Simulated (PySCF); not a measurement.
**Correlation energy of P³⁺ (phosphorus, charge +3)**

[Ne] 3s2, closed-shell 1S. Calculation: PySCF 2.14, in def2-QZVPPD (10s6p5d2f1g, 76 functions); no relativity, point nucleus. Frozen: 1s2; 10 electrons correlated.

| level | correlation energy (mhartree) |
| --- | --- |
| CCSD | -235.30 |
| (T) | -2.27 |
| CCSD(T) | -237.57 |

Diagnostics: T1 = 0.0041, D1 = 0.0116, largest double amplitude 0.105.

Cost of the coupled-cluster step: roughly 3 core-seconds, for 10 correlated electrons.

This basis was not built for core-valence correlation, so the inner-shell part is incomplete.
